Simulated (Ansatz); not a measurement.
C2H8B2O (`BBCOC`), relaxed with RKS PBE-D4/def2-SVP in Ansatz from a rough embedded geometry. The force threshold is 0.03 eV/Å; the program also tests the step.

Charge 0, multiplicity 1.

Start:

```xyz
13

B     1.849   -1.545   -1.218
B     1.388   -0.232   -0.368
C    -0.127   -0.047   -0.019
O    -0.395    1.089    0.707
C    -1.702    1.285    1.045
H     1.138   -2.357   -1.636
H     3.029   -1.669   -1.516
H     2.140    0.556   -0.033
H    -0.713   -0.064   -0.969
H    -0.468   -0.982    0.578
H    -1.805    2.184    1.650
H    -2.325    1.343    0.126
H    -2.009    0.440    1.654
```

| step | energy (eV) | largest force (eV/Å) | largest move (Å) |
| --- | --- | --- | --- |
| 1 | -5589.1155 | 1.993 | 0.000 |
| 2 | -5589.5047 | 0.692 | 0.125 |
| 3 (rejected) | -5589.4721 | 1.249 | 0.197 |
| 4 | -5589.5302 | 0.609 | 0.096 |
| 5 | -5589.5750 | 0.289 | 0.100 |
| 6 | -5589.6402 | 0.424 | 0.148 |
| 7 | -5589.7256 | 0.781 | 0.193 |
| 8 | -5589.8577 | 0.698 | 0.200 |
| 9 | -5589.9673 | 0.407 | 0.199 |
| 10 | -5590.0265 | 0.190 | 0.199 |
| 11 | -5590.0497 | 0.152 | 0.200 |
| 12 | -5590.0536 | 0.361 | 0.200 |
| 13 (rejected) | -5590.0337 | 0.769 | 0.200 |
| 14 | -5590.0721 | 0.202 | 0.100 |
| 15 | -5590.0800 | 0.115 | 0.097 |
| 16 | -5590.0808 | 0.058 | 0.110 |
| 17 | -5590.0848 | 0.060 | 0.060 |
| 18 (rejected) | -5590.0845 | 0.175 | 0.062 |
| 19 | -5590.0860 | 0.031 | 0.030 |
| 20 (rejected) | -5590.0850 | 0.162 | 0.085 |
| 21 | -5590.0867 | 0.020 | 0.041 |
| 22 | -5590.0869 | 0.023 | 0.035 |

End:

```xyz
13

B     1.962   -1.583   -1.276
B     1.298   -0.437   -0.304
C    -0.197   -0.056   -0.038
O    -0.367    1.074    0.789
C    -1.717    1.370    1.042
H     2.216   -2.717   -0.900
H     2.348   -1.306   -2.402
H     2.155    0.187    0.322
H    -0.749    0.057   -1.011
H    -0.665   -0.978    0.417
H    -1.753    2.273    1.684
H    -2.289    1.580    0.103
H    -2.242    0.537    1.574
```

Hardware: 4 threads of an Arm Neoverse V1 on a shared host. Wall time 25 s, peak host memory 0.15 GiB.
